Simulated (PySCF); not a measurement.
A GIAO shielding run with PySCF 2.14.0 with density-fitted response routines (density fitting, non-relativistic, gas phase) on `CC(C)N1NCC[C@H]1[SiH3]`, C₆H₁₆N₂Si:

```
$ OMP_NUM_THREADS=1 python probes_run.py task.json out

{"job": {"kind": "nmr", "xc": "PBE0", "basis": "pcSseg-1"}, "charge": 0, "multiplicity": 1}
C     -1.965674    -1.048685     0.365040
C     -1.257389     0.283143     0.636470
C     -2.167778     1.451901     0.262525
N      0.005986     0.454840    -0.067694
N     -0.114986     0.231694    -1.475671
C      0.642348    -0.974011    -1.781066
C      1.804048    -0.956831    -0.779482
C      1.142993    -0.333941     0.455138
Si     2.209323     0.927968     1.401498
H     -1.331888    -1.892308     0.632159
H     -2.222885    -1.118195    -0.688819
H     -2.877827    -1.108535     0.953359
H     -1.011702     0.350513     1.703367
H     -1.667832     2.392601     0.476634
H     -2.392924     1.410808    -0.799698
H     -3.096623     1.408133     0.825019
H      0.324718     1.029820    -1.936347
H     -0.000275    -1.842188    -1.604746
H      0.962662    -0.977317    -2.822425
H      2.607979    -0.322233    -1.158502
H      2.208740    -1.946155    -0.575611
H      0.775499    -1.139508     1.103476
H      1.425082     1.461669     2.513080
H      2.559496     1.991558     0.461151
H      3.427971     0.289405     1.910279
```

Hardware: 1 thread of an Arm Neoverse N1, shared host. The job also computes population analyses, field gradients, ring-centre shieldings.

Task: How large is the calculation?

Result: 80 electrons, 240 basis functions and 1255 auxiliary functions.

Task: How long does it take, and how much memory does it need?

Result: 100 s of wall time, with 14 SCF cycles and 4 response iterations; peak memory 1.1 GiB. Times on a shared host scatter by some tens of per cent.
